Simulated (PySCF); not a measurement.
# Radial density of Sb⁺ (antimony, charge +1)

UHF, [Kr] 4d10 5s1 5p3, 5s spin antiparallel (an excited configuration). All numbers are calculated (PySCF 2.14, no relativity, point nucleus, in dyall-av2z).

```
r (bohr)  4πr²ρ (e/bohr)  4πr²(ρα − ρβ)
0.000533          0.3155        -0.0001
0.000896          0.8602        -0.0002
 0.00151           2.287        -0.0005
 0.00254           5.826        -0.0012
 0.00426           13.82        -0.0029
 0.00717           29.11        -0.0058
  0.0121           50.32        -0.0083
  0.0203           63.90        -0.0022
  0.0341           57.82         0.0226
  0.0574           64.40         0.0381
  0.0966           83.04        -0.0054
   0.162           59.97         0.0130
   0.273           69.00         0.0348
   0.460           26.71         0.0158
   0.773           25.31         0.0995
    1.30           9.214        -0.0226
    2.19           2.413         0.8487
    3.68          0.6512         0.4680
    6.19         0.03004         0.0284
    10.4       8.066e-05         0.0001
```

A non-relativistic calculation at this Z misses sizeable relativistic shifts. With the s spin flipped the determinant is a mixture of two multiplicities, not a spectroscopic state.
